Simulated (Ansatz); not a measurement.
```yaml
crystal:
  periodic: [false, false, false]
  atoms:
    - {symbol: Bi, position_ang: [3.462440, 3.463145, 0.924049]}
    - {symbol: H, position_ang: [4.112435, 4.766324, -2.148491]}
    - {symbol: H, position_ang: [0.708021, 5.481062, 1.201651]}
    - {symbol: O, position_ang: [1.464779, 0.395621, -0.668549]}
    - {symbol: C, position_ang: [-0.554879, -0.581668, 0.725946]}
    - {symbol: C, position_ang: [-1.589506, -2.868286, -0.648332]}
    - {symbol: H, position_ang: [0.015110, -1.151381, 2.669746]}
    - {symbol: H, position_ang: [-2.086028, 0.838958, 0.966849]}
    - {symbol: H, position_ang: [-3.195694, -3.698673, 0.382851]}
    - {symbol: H, position_ang: [-2.227557, -2.330679, -2.552936]}
    - {symbol: H, position_ang: [-0.109121, -4.314424, -0.852765]}
basis:
  gaussian: {orbitals: def2-mTZVP, fitting: {mean_field: def2-universal-jkfit}}
magnetization: {spin_polarized: true, initial_magnetization: 2}
hamiltonian: {xc: {name: RPBE}}
output: {forces: true}
```

```sh
$ ansatz run in.yaml --threads 4 --pin off --events-out ev --progress --plain --max-ram 3916MiB
```

It prints (some lines left out):

```
Functional definition: RPBE
604 factors; integrals over basis functions are off by at most 1.3e0 eV
mean field evaluation 1: about -9994.2035 eV, gradient 7.4e1 eV
mean field evaluation 2: about -8374.0962 eV, gradient 2.2e2 eV
mean field evaluation 4: about -9890.6328 eV, gradient 1.1e2 eV
mean field evaluation 8: about -10046.0545 eV, gradient 1.1e1 eV
mean field evaluation 16: about -10047.7630 eV, gradient 1.4e-2 eV
mean field evaluation 32: about -9992.7434 eV, gradient 7.4e1 eV
mean field evaluation 64: about -9941.8576 eV, gradient 8.7e1 eV
mean field evaluation 96: about -10045.0140 eV, gradient 7.2e0 eV
mean field evaluation 128: about -10026.0433 eV, gradient 4.8e1 eV
mean field evaluation 160: about -10045.7437 eV, gradient 6.4e0 eV
mean field evaluation 192: about -10045.7469 eV, gradient 5.0e0 eV
mean field evaluation 224: about -10047.1909 eV, gradient 5.1e0 eV
mean field -10047.76304061 eV, -369.2484811239 hartree, gradient 6.7e-6 eV, S^2 4.985238; 12 other end points of the search recorded, 0 dependent functions left out
reference -10047.76311484 eV, -369.2484838518 hartree; 26, 24 occupied and 93, 95 virtual orbitals, 604 factors
Total energy: -10047.76311484 eV, -369.2484838518 hartree
Atom 0 at     3.462440     3.463145     0.924049 Å, force    -0.383348     0.048610    -0.427857 eV/Å
Atom 1 at     4.112435     4.766324    -2.148491 Å, force    -0.064960    -0.133521     0.318617 eV/Å
Atom 2 at     0.708021     5.481062     1.201651 Å, force     0.259991    -0.189256    -0.024561 eV/Å
Atom 3 at     1.464779     0.395621    -0.668549 Å, force    -0.665910    -0.128451     0.734514 eV/Å
Atom 4 at    -0.554879    -0.581668     0.725946 Å, force    -0.441734     0.491162     1.083200 eV/Å
Atom 5 at    -1.589506    -2.868286    -0.648332 Å, force    -0.447896    -1.380059    -1.056279 eV/Å
Atom 6 at     0.015110    -1.151381     2.669746 Å, force    -0.498738     0.590494    -1.805640 eV/Å
Atom 7 at    -2.086028     0.838958     0.966849 Å, force     1.486608    -1.291202    -0.208046 eV/Å
Atom 8 at    -3.195694    -3.698673     0.382851 Å, force     1.824171     0.938353    -1.175336 eV/Å
Atom 9 at    -2.227557    -2.330679    -2.552936 Å, force     0.778853    -0.702038     2.334233 eV/Å
Atom 10 at    -0.109121    -4.314424    -0.852765 Å, force    -1.847037     1.755908     0.227157 eV/Å
Dipole moment:     0.953878     1.110407     0.408804 e Å
```

In this input the coordinates are in bohr but typed as ångström. Self-consistency was reached. The result belongs to that input, not to the species as meant.

In the def2 sets Bi takes a core potential; there is no spin–orbit coupling. The charge 0 triplet is spin-contaminated (final ⟨S²⟩ up to 4.99, 2.00 for a pure state).
